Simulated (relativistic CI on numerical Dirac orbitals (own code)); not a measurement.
Calculated levels, Nb19+

Calculated at this level of theory: Dirac-Coulomb-Breit CI, KLI orbitals optimised for each configuration, a model potential for QED, unscaled Slater integrals (own radial code, finite nucleus).

Configuration list (outside the closed core [Ne]): 3s²3p⁶3d⁴, 3s²3p⁵3d⁵, 3s3p⁶3d⁵, 3s²3p⁶3d³4s, 3s²3p⁶3d³4p, 3s²3p⁶3d³4d, 3s²3p⁶3d³4f, 3s²3p⁵3d⁴4s, 3s²3p⁶3d²4s4p, 3s²3p⁶3d³5s, 3s²3p⁶3d³5p, 3p⁶3d⁶, 3p⁵3d⁷, 3s²3p⁶3d²4s², 3s²3p⁶3d4s²4p, 3s²3p⁶3d4s²4d, 3s²3p⁶3d4s²4f, 3s²3p⁶3d²4p², 3s²3p⁶3d4s4p², 3s²3p⁶3d4p³, 3s²3p⁶3d4p²4d, 3s²3p⁶3d4p²4f. Double excitations out of closed p, d and f shells are left out; levels of such configurations are missing from the list, as are those of other unlisted configurations, and high levels can miss mixing partners. These lack a partner that the ground configuration has and come out too high: 3s²3p⁵3d⁴4s.

The lowest level is 3s²3p⁶3d⁴ ⁵D0, with 84 % of that term; Hund's rules for 3s²3p⁶3d⁴ give ⁵D with J = 0, in agreement.

| No. | Configuration | Term | J | E (cm⁻¹) | % | Next component (%) | Landé g | jj configuration (%) |
| --- | --- | --- | --- | --- | --- | --- | --- | --- |
| 1 | 3s²3p⁶3d⁴ | ⁵D | 0 | 0.0 | 84 | 15 ³P |  | 3d3/2^4 (56) |
| 2 | 3s²3p⁶3d⁴ | ⁵D | 1 | 7502.1 | 92 | 7 ³P | 1.497 | 3d3/2^3 3d5/2 (74) |
| 3 | 3s²3p⁶3d⁴ | ⁵D | 2 | 16216.9 | 96 | 2 ³P | 1.490 | 3d3/2^2 3d5/2^2 (65) |
| 4 | 3s²3p⁶3d⁴ | ⁵D | 3 | 24675.6 | 95 | 3 ³F | 1.483 | 3d3/2^2 3d5/2^2 (52) |
| 5 | 3s²3p⁶3d⁴ | ⁵D | 4 | 32391.7 | 90 | 9 ³F | 1.471 | 3d3/2^2 3d5/2^2 (41) |
| 6 | 3s²3p⁶3d⁴ | ³P | 0 | 69386.4 | 72 | 15 ⁵D |  | 3d3/2^2 3d5/2^2 (49) |
| 7 | 3s²3p⁶3d⁴ | ³H | 4 | 76380.6 | 63 | 15 ³G | 0.914 | 3d3/2^3 3d5/2 (66) |
| 8 | 3s²3p⁶3d⁴ | ³H | 5 | 89995.2 | 82 | 18 ³G | 1.061 | 3d3/2^2 3d5/2^2 (96) |
| 9 | 3s²3p⁶3d⁴ | ³G | 3 | 91602.1 | 57 | 39 ³F | 0.900 | 3d3/2^2 3d5/2^2 (53) |
| 10 | 3s²3p⁶3d⁴ | ³P | 1 | 91700.0 | 88 | 6 ⁵D | 1.442 | 3d3/2^2 3d5/2^2 (51) |
| 11 | 3s²3p⁶3d⁴ | ³F | 2 | 95518.6 | 87 | 8 ¹D | 0.720 | 3d3/2^2 3d5/2^2 (54) |
| 12 | 3s²3p⁶3d⁴ | ³H | 6 | 96648.3 | 86 | 14 ¹I | 1.140 | 3d3/2^2 3d5/2^2 (77) |
| 13 | 3s²3p⁶3d⁴ | ³F | 4 | 104412.4 | 42 | 28 ³H | 1.083 | 3d3/2 3d5/2^3 (47) |
| 14 | 3s²3p⁶3d⁴ | ³G | 4 | 113348.3 | 48 | 29 ¹G | 1.080 | 3d3/2^2 3d5/2^2 (80) |
| 15 | 3s²3p⁶3d⁴ | ³P | 2 | 113567.4 | 69 | 28 ³D | 1.387 | 3d3/2^2 3d5/2^2 (62) |
| 16 | 3s²3p⁶3d⁴ | ³F | 3 | 117738.1 | 60 | 37 ³G | 0.962 | 3d3/2 3d5/2^3 (67) |
| 17 | 3s²3p⁶3d⁴ | ³G | 5 | 125988.0 | 82 | 18 ³H | 1.168 | 3d3/2 3d5/2^3 (96) |
| 18 | 3s²3p⁶3d⁴ | ³D | 3 | 129406.1 | 87 | 5 ¹F | 1.291 | 3d3/2^2 3d5/2^2 (42) |
| 19 | 3s²3p⁶3d⁴ | ³D | 2 | 135810.4 | 49 | 24 ³P | 1.182 | 3d3/2 3d5/2^3 (46) |
| 20 | 3s²3p⁶3d⁴ | ¹I | 6 | 137153.4 | 86 | 14 ³H | 1.021 | 3d3/2 3d5/2^3 (77) |
| 21 | 3s²3p⁶3d⁴ | ³D | 1 | 140860.3 | 93 | 5 ³P | 0.562 | 3d3/2 3d5/2^3 (66) |
| 22 | 3s²3p⁶3d⁴ | ¹G | 4 | 153940.7 | 59 | 23 ³F | 1.046 | 3d5/2^4 (56) |
| 23 | 3s²3p⁶3d⁴ | ¹S | 0 | 157935.0 | 84 | 16 ³P |  | 3d3/2 3d5/2^3 (72) |
| 24 | 3s²3p⁶3d⁴ | ¹D | 2 | 171395.9 | 61 | 14 ³D | 1.052 | 3d3/2^2 3d5/2^2 (53) |
| 25 | 3s²3p⁶3d⁴ | ¹F | 3 | 181529.9 | 79 | 9 ³F | 1.027 | 3d3/2 3d5/2^3 (66) |
| 26 | 3s²3p⁶3d⁴ | ³P | 2 | 204880.8 | 88 | 6 ¹D | 1.425 | 3d3/2^2 3d5/2^2 (56) |
| 27 | 3s²3p⁶3d⁴ | ³F | 4 | 210639.2 | 88 | 10 ¹G | 1.220 | 3d3/2^2 3d5/2^2 (73) |
| 28 | 3s²3p⁶3d⁴ | ³F | 2 | 216567.4 | 86 | 8 ¹D | 0.728 | 3d3/2^2 3d5/2^2 (43) |
| 29 | 3s²3p⁶3d⁴ | ³F | 3 | 219900.5 | 86 | 13 ¹F | 1.073 | 3d3/2 3d5/2^3 (92) |
| 30 | 3s²3p⁶3d⁴ | ³P | 1 | 224992.3 | 99 | 1 ³D | 1.491 | 3d3/2 3d5/2^3 (89) |

Energies count from the lowest computed level. Filled j subshells are mostly left out of the jj labels.

The mean weight of the leading LS term, summed over parents, in these 30 levels is 78 %, and that of the leading jj configuration (from the same eigenvectors) 64 %, so LS coupling describes them better.

At this charge energies of transitions that change n are usually good to better than 1 %, and those within a shell (Δn = 0) to a few per cent. Terms inside the open d or f shell come out 10 to 20 % too wide with unscaled integrals.

Landé's interval rule says that E(J) − E(J−1) = AJ with one A. For the ground term the intervals give A = 7502.1, 4357.4, 2819.6, 1929.0 cm⁻¹ for J = 1, 2, 3, 4; the multiplet is regular.

LS names give the leading component of a level, which can be under half, so a name can repeat, a term be missing and a line seem to break the LS rules.
